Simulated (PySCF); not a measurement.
**Two-component Hartree-Fock for Ir³⁺ (iridium, charge +3)**

Start: [Xe] 4f14 5d5 6s1; 5d5/2 filled at m_j = -3/2, -1/2, +1/2, +3/2, +5/2; 6s1/2 filled at m_j = +1/2. Calculated with PySCF 2.14 in x2c-SVPall-2c with one added diffuse shell each of s, d type (8s9p10d2f, 99 functions): generalised Hartree-Fock with the X2C-1e Hamiltonian and a Gaussian nucleus; one run each with spin-orbit coupling (SO) switched off, then screened by Boettger's factors. This is a chosen level, not necessarily the ground level.

```
spinor shell  electrons  ε, spin-free (eV)  ε, screened SO (eV)  weight of nominal j (screened SO)  rms radius, screened SO (bohr)
       1s1/2          2           -76567.8             -76541.2                              1.000                          0.0197
       2s1/2          2           -13573.9             -13565.5                              1.000                          0.0796
       2p1/2          2           -11806.4             -12974.7                              1.000                          0.0675
       2p3/2          4           -11806.4             -11341.1                              1.000                          0.0752
       3s1/2          2            -3269.9              -3267.1                              1.000                           0.203
       3p1/2          2            -2744.6              -3003.0                              1.000                           0.195
       3p3/2          4            -2744.6              -2639.4                              1.000                           0.210
       3d3/2          4            -2157.7              -2202.2                              1.000                           0.186
       3d5/2          6            -2157.7              -2125.1                              1.000                           0.189
       4s1/2          2            -762.16              -761.21                              1.000                           0.450
       4p1/2          2            -586.76              -648.41                              1.000                           0.456
       4p3/2          4            -586.76              -561.39                              1.000                           0.489
       4d3/2          4            -366.67              -375.90                              0.998                           0.508
       4d5/2          6            -366.67              -359.44                              0.999                           0.519
       5s1/2          2            -151.60              -151.39                              1.000                            1.05
       4f5/2          6            -119.89              -121.30                              0.975                           0.584
       4f7/2          8            -119.89              -117.98                              0.982                           0.584
       5p1/2          2            -102.25              -114.02                              0.911                            1.19
       5p3/2          4            -102.25              -97.018                              0.955                            1.22
       5d5/2          5            -49.279              -49.193                              0.491                            1.60
       6s1/2          1            -36.792              -36.729                              1.000                            2.63
```

```csv
quantity,spin-free,screened SO
E (hartree),-17811.35972,-17835.87719
M_J,3,3
⟨J²⟩,12.001,12.003
⟨L²⟩,0.000,0.316
⟨S²⟩,12.001,11.559
```

Each row is a mean over spinors that exchange with the open shell spreads, by up to 10.656 eV (5p3/2).

Rows whose weight is well below 1 are mixtures of j = l ± 1/2: exchange outweighs spin-orbit coupling there, and the label is only the starting occupation.

Breit and QED terms are absent; they matter most for the inner s and p1/2 levels.

Densities and radii are taken from the X2C orbitals without a picture-change correction, which distorts them close to the nucleus.

Without spin-orbit coupling the j labels of p, d and f shells carry no meaning; the spin-free column gives the mean over the occupied spinors of each nl shell.
